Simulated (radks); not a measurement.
Values are calculated unless marked as measured or tabulated.
Excited configurations of Bi III: one electron is placed in a higher orbital outside [Hg]. The ground configuration is [Hg] 6p1. Code: a radial shooting solver on a logarithmic mesh with Libxc functionals. Model: Dirac Kohn-Sham, PBE, spin-unpolarised, spherical densities, point nucleus; open shells fill j = l - 1/2 first. Excitation = E - E(ground); binding = E(ion) - E, where the ion is the core of charge +3; n* = 3/sqrt(2 binding) in atomic units, and the quantum defect is n - n*.

outer orbital  excitation (eV)  binding (eV)     n*  quantum defect  eigenvalue (eV)  <r> (bohr)
6f5/2                   19.469         5.891  4.559           1.441           -4.791       8.476
7s1/2                   11.515        13.846  2.974           4.026          -11.767       4.606
7p1/2                   14.025        11.336  3.287           3.713           -9.598       5.324
7d3/2                   17.930         7.430  4.060           2.940           -6.249       7.598
7f5/2                   21.251         4.110  5.459           1.541           -3.465       13.23

Estimate the row for 5f5/2.

Answer. excitation (eV) 16.754; binding (eV) 8.607; n* 3.772; quantum defect 1.228; eigenvalue (eV) -6.451; <r> (bohr) 4.809. The Delta-SCF ionisation energy is 25.360 eV (NIST Atomic Spectra Database: 25.571 eV, measured). Self-interaction in the functional shifts the binding energies and quantum defects, so they are the method's values and not measured ones. Spin polarisation and multiplet splitting are left out, so open shells lie too high by an amount that depends on their filling.

Beside tabulated values, note that spin-unpolarised runs miss the spin-polarisation part of the exchange energy of open shells.
